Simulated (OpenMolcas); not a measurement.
Xe IV: input and output

Input:

```
&GATEWAY
Coord
1

Xe 0.0 0.0 0.0
Basis=ANO-RCC-MB
Group=XYZ
NoMove
AngMom=0.0 0.0 0.0
AMFI
&SEWARD
&RASSCF
FileOrb=start.orb
Symmetry=2
Spin=4
nActEl=5 0 0
Inactive=14 9
Ras2=1 3
CIRoot=1 1 1
SDav=1
CIMx=300
Iter=120 100
PrWF=0.3
OrbListing=Nothing
MaxOrb=0
Atom
>>> COPY $Project.JobIph JOB001
&RASSCF
FileOrb=start.orb
Symmetry=2
Spin=2
nActEl=5 0 0
Inactive=14 9
Ras2=1 3
CIRoot=11 11 1
SDav=11
CIMx=300
Iter=120 100
PrWF=0.3
OrbListing=Nothing
MaxOrb=0
Atom
>>> COPY $Project.JobIph JOB002
&RASSCF
FileOrb=start.orb
Symmetry=1
Spin=4
nActEl=5 0 0
Inactive=14 9
Ras2=1 3
CIRoot=3 3 1
SDav=3
CIMx=300
Iter=120 100
PrWF=0.3
OrbListing=Nothing
MaxOrb=0
Atom
>>> COPY $Project.JobIph JOB003
&RASSCF
FileOrb=start.orb
Symmetry=1
Spin=2
nActEl=5 0 0
Inactive=14 9
Ras2=1 3
CIRoot=9 9 1
SDav=9
CIMx=300
Iter=120 100
PrWF=0.3
OrbListing=Nothing
MaxOrb=0
Atom
>>> COPY $Project.JobIph JOB004
&RASSI
NrOfJobIphs=4 1 11 3 9
1
1 2 3 4 5 6 7 8 9 10 11
1 2 3
1 2 3 4 5 6 7 8 9
IphNames
JOB001
JOB002
JOB003
JOB004
EJob
SpinOrbit
DIPRint=1.0
SOCoupling=1000.0
Subsets=2
MEES
Property=10
'ANGMOM' 1 'ANGMOM' 2 'ANGMOM' 3 'MLTPL  1' 1 'MLTPL  1' 2 'MLTPL  1' 3
'AMFI' 1 'AMFI' 2 'AMFI' 3 'MLTPL  2' 6
SOProperty=3
'ANGMOM' 1 'ANGMOM' 2 'ANGMOM' 3
```

Launched by
```bash
OMP_NUM_THREADS=1 MOLCAS_MEM=1689 MOLCAS_PROJECT=a pymolcas a.inp > a.log  # once for each step of the input, in one work folder
```

A driver script runs the steps one by one and writes start.orb anew before each from the orbitals found so far.

Output, cut to the results:

```
--- SEWARD ---
Basis set label: XE.ANO-RCC...5S4P2D.

      Electronic valence basis set:
      ------------------
      Associated Effective Charge  54.000000 au
      Associated Actual Charge     54.000000 au
      Nuclear Model: Point charge

      Shell  nPrim  nBasis  Cartesian Spherical Contaminant
         s      22       5        X
         p      19       4        X
         d      13       2                 X
                  Relativistic Douglas-Kroll-Hess integrals:
                    - DKH order of Hamiltonian: 2
                    - DKH order of Properties : 0
                  Atomic mean-field integrals
--- RASSCF ---
Wave function specifications:
      -----------------------------

      Number of closed shell electrons          46
      Number of electrons in active shells       5
      Max number of holes in RAS1 space          0
      Max nr of electrons in RAS3 space          0
      Number of inactive orbitals               23
      Number of active orbitals                  4
      Number of secondary orbitals               0
      Spin quantum number                      1.5
      State symmetry                             2
Orbital specifications:
      -----------------------

      Symmetry species                           1   2
                                                ag  au
      Frozen orbitals                            0   0
      Inactive orbitals                         14   9
      Active orbitals                            1   3
      RAS1 orbitals                              0   0
      RAS2 orbitals                              1   3
      RAS3 orbitals                              0   0
      Secondary orbitals                         0   0
      Deleted orbitals                           0   0
      Number of basis functions                 15  12
      Number of CSFs                             1
      Number of root(s) required                 1
      Iter CI   SX   CI       RASSCF       Energy    max ROT     max BLB   max BLB  Level Ln srch  Step   QN
          iter iter root      energy       change     param      element    value   shift minimum  type update
 Nr of preliminary CI iterations:   1
 ###############################################################################
 ###############################################################################
 ###                                                                         ###
 ###                                                                         ###
 ###    WARNING: Problems in orbital optimization.                           ###
 ###                                                                         ###
 ###                                                                         ###
 ###############################################################################
 ###############################################################################
  Warning: In symmetry  1, orbital p=  15 has diagonal density matrix element D(p,p) close to two. (2 - D(p,p))=  0.000000E+00
      Total energies have been shifted. Add                -7000.00 au
        ...
 ###############################################################################
 ###############################################################################
  Warning: In symmetry  1, orbital p=  15 has diagonal density matrix element D(p,p) close to two. (2 - D(p,p))=  0.000000E+00
        4   1    1    1  -439.09300703   -9.09E-13   0.00E+00    6  11 2  1.51E-09   0.50   0.00    SX    NO
      Convergence after  4 iterations
        5   1    1    1  -439.09300703    2.73E-12   0.00E+00    6  11 2  1.51E-09   0.50   0.00    SX    NO
      Natural orbitals and occupation numbers for root  1
      sym 1:   2.000000
      sym 2:   1.000000   1.000000   1.000000
::    RASSCF root number  1 Total energy:  -7439.09300703
--- RASSCF ---
Wave function specifications:
      -----------------------------

      Number of closed shell electrons          46
      Number of electrons in active shells       5
      Max number of holes in RAS1 space          0
      Max nr of electrons in RAS3 space          0
      Number of inactive orbitals               23
      Number of active orbitals                  4
      Number of secondary orbitals               0
      Spin quantum number                      0.5
      State symmetry                             2
Orbital specifications:
      -----------------------

...
--- RASSI ---
SPIN-FREE ENERGIES:
  (Shifted by EMIN (a.u.) =      -7439.0930070344)

 SF State       Relative EMIN(au)   Rel lowest level(eV)    D:o, cm**(-1)      L_eff

     1             0.0000000000        0.0000000000              0.0000         0.0
     2             0.0763503830        2.0775997617          16756.9722         2.0
     3             0.0763503830        2.0775997617          16756.9722         2.0
     4             0.0763503830        2.0775997617          16756.9722         2.0
     5             0.0763503830        2.0775997617          16756.9722         2.0
     6             0.0763503830        2.0775997617          16756.9722         2.0
     7             0.1118133253        3.0425955823          24540.1884         1.0
     8             0.1118133253        3.0425955823          24540.1884         1.0
     9             0.1118133253        3.0425955823          24540.1884         1.0
    13             0.5115906717       13.9210913684         112281.1741         1.0
    14             0.5115906717       13.9210913684         112281.1741         1.0
    15             0.5115906717       13.9210913684         112281.1741         1.0
    16             0.6574641129       17.8905099196         144296.6938         2.0
    17             0.6574641129       17.8905099196         144296.6938         2.0
    18             0.6574641129       17.8905099196         144296.6938         2.0
    19             0.6574641129       17.8905099196         144296.6938         2.0
    20             0.6574641129       17.8905099196         144296.6938         2.0
    21             0.7338182351       19.9682114289         161054.4866         0.0
    22             0.7962960796       21.6683201883         174766.7885         1.0
    23             0.7962960796       21.6683201883         174766.7885         1.0
    24             0.7962960796       21.6683201883         174766.7885         1.0
...
```

Levels above the lowest, from the spin-orbit matrix, grouped by J:

| Configuration | Term | J | E (cm⁻¹) | Measured (cm⁻¹) | g | Term weight % |
| --- | --- | --- | --- | --- | --- | --- |
| 5s² 5p³ | ⁴S° | 3/2 | 0.0 | 0.0 | 1.957 | 94 |
| 5s² 5p³ | ²D° | 3/2 | 15041 | 13267 | 0.936 | 78 |
| 5s² 5p³ | ²D° | 5/2 | 18140 | 17511 | 1.200 | 100 |
| 5s² 5p³ | ²P° | 1/2 | 25997 | 28036 | 0.666 | 100 |
| 5s² 5p³ | ²P° | 3/2 | 30364 | 35650 | 1.242 | 76 |
| 5s 5p⁴ | ⁴P | 5/2 | 110387 | 99664 | 1.596 | 99 |
| 5s 5p⁴ | ⁴P | 3/2 | 115361 | 106923 | 1.731 | 99 |
| 5s 5p⁴ | ⁴P | 1/2 | 117394 | 109254 | 2.657 | 98 |
| 5s 5p⁴ | ²D | 3/2 | 145326 | 121929 | 0.811 | 98 |
| 5s 5p⁴ | ²D | 5/2 | 146139 | 125475 | 1.206 | 99 |
| 5s 5p⁴ | ²S | 1/2 | 162089 | 150737 | 1.924 | 91 |
| 5s 5p⁴ | ²P | 3/2 | 174769 |  | 1.326 | 98 |
| 5s 5p⁴ | ²P | 1/2 | 181297 | 177951 | 0.759 | 93 |
| 5p⁵ | ²P° | 3/2 | 282421 |  | 1.334 | 100 |
| 5p⁵ | ²P° | 1/2 | 290953 |  | 0.666 | 100 |

Against the 11 measured excited levels shown (Saloman, J. Phys. Chem. Ref. Data 33, 765 (2004)) the mean absolute deviation is 8700 cm-1; the largest miss in energy is 5s 5p⁴ ²D_3/2: computed 145326, measured 121929 cm⁻¹ (+19.2 %).

Some levels mix across a computed gap that differs much from the measured one, so their mixing is not that of the real levels. Terms of s pⁿ other than that of highest spin mix with s² pⁿ⁻² d, which this space lacks; all of them can be thousands of cm-1 off, and some have no real level of that name. The basis is small and was not contracted for so high a charge. Measured partners are found by configuration, term and J. A level has none where our copy of the source lacks it or the pairing is in doubt (some pairs that miss far off the trend of their configuration count as doubtful), and it then counts in no deviation. Only configurations of the active space appear.

The term weight is that of the spin-free term in the level, not the purity of its configuration. ° marks odd parity.
